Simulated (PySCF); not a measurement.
Fill in the blanks.

Species: C₃H₈ClPSSi₂.
SMILES: `CC#C[SiH2]S[Si@@H](P)Cl`

Conformer (atom-mapped SMILES and torsion angles): `[CH3:1][C:2]#[C:3][SiH2:4][S:5][Si@@H:6]([PH2:7])[Cl:8]`: C3–Si4–S5–Si6 -46°, Si4–S5–Si6–P7 -157°, H–P7–Si6–S5 -63°, H–P7–Si6–S5 -156°.

```json
{"property": "point group of the GFN2-xTB geometry", "level": "GFN2-xTB", "value": "?"}
{"property": "rotational constants A, B, C of the GFN2-xTB geometry", "level": "GFN2-xTB", "value": "1.159, 0.496, 0.422 GHz"}
{"property": "dipole moment", "level": "PBE0/pcSseg-1", "value": "?"}
{"property": "HOMO energy", "level": "PBE0/pcSseg-1", "value": "-7.41 eV"}
{"property": "LUMO energy", "level": "PBE0/pcSseg-1", "value": "?"}
{"property": "13C chemical shifts (computed TMS as zero) by class", "level": "GIAO PBE0/pcSseg-1", "value": "119.5 (1 C), 79.8 (1 C), 6.0 (1 C) ppm"}
{"property": "1H chemical shifts (computed TMS as zero) by class", "level": "GIAO PBE0/pcSseg-1", "value": "?"}
{"property": "isotropic shieldings of nuclei other than C and H, by class", "level": "GIAO PBE0/pcSseg-1", "value": "325 (1 Si), 408 (1 Si), 589 (1 P), 709 (1 S), 917 (1 Cl) ppm"}
```

Electronic properties: PySCF, gas phase, density fitting. GFN2-xTB frequencies show an imaginary mode (23i cm⁻¹), so this geometry is no minimum at that level.

(1) The LUMO energy?

(2) What is the point group of the GFN2-xTB geometry?

(3) The dipole moment?

(4) Give the 1H chemical shifts (computed TMS as zero) by class.

## Answers

(1) -0.67 eV.

(2) C1.

(3) 3.34 D.

(4) 6.68 (1 H), 5.25 (1 H), 5.02 (1 H), 2.16 (3 H), 1.55 (2 H) ppm.

The rotational constants make it an asymmetric top with κ = (2B − A − C)/(A − C) = -0.80, nearer the prolate limit (−1). The dipole matches unit charges of opposite sign 0.69 Å apart (1 e·Å = 4.8032 D). With B = h/(8π²I), that is 505.379 GHz u Å² over I, the principal moments of inertia are 436.0, 1019.7 and 1197.6 u Å² (most abundant isotopes); the inertial defect Ic − Ia − Ib is -258.1 u Å² (zero for a rigid planar frame, negative otherwise).

For the NMR shielding job (PBE0/pcSseg-1), on one thread of an Arm Neoverse N1 (shared host), this took 77 s wall.

One conformer stands for the species.
